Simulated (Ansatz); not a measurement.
System: C3H13NSi2 (charge 0, singlet). SMILES: C[SiH2][SiH2]N(C)C
Coordinates optimised at B3LYP-D3(BJ)/def2-TZVP (Ansatz, a first-principles code):
```xyz
19

C      2.2208     1.5154     0.0924
Si     1.7999    -0.1259    -0.7283
Si    -0.0813    -1.1030     0.2771
N     -1.3704     0.0498     0.3444
C     -2.4544    -0.1009     1.2985
C     -1.7474     0.8224    -0.8243
H      1.3770     2.2039     0.0234
H      2.4458     1.3693     1.1503
H      3.0858     1.9848    -0.3790
H      2.9429    -1.0706    -0.6147
H      1.5577     0.0884    -2.1807
H      0.2166    -1.4829     1.6825
H     -0.4237    -2.3740    -0.4353
H     -2.8211     0.8818     1.6159
H     -3.3090    -0.6545     0.8823
H     -2.1085    -0.6317     2.1856
H     -2.0968     1.8179    -0.5284
H     -2.5533     0.3476    -1.4027
H     -0.8956     0.9538    -1.4930
```

Computed values are from Ansatz. Correlated levels leave the core frozen unless marked. UHF or UKS for open shells. Spin-orbit coupling is left out. No relativistic terms. CBS(X,Y): correlation extrapolated as X^-3; Hartree-Fock from the larger set. [CCSD(T)-MP2]/basis is that difference in the basis named.

- atomisation energy De = 1606.0 kcal/mol at RI-MP2/CBS(aug-cc-pV(T+d)Z,aug-cc-pV(Q+d)Z)+[CCSD(T)-MP2]/aug-cc-pV(T+d)Z
- total energy = -754.8491 Eh at RI-MP2/CBS(aug-cc-pV(T+d)Z,aug-cc-pV(Q+d)Z)+[CCSD(T)-MP2]/aug-cc-pV(T+d)Z
- dipole moment = 1.31 D at CCSD(T)/aug-cc-pV(D+d)Z
- T1 diagnostic = 0.011 at CCSD/aug-cc-pV(T+d)Z
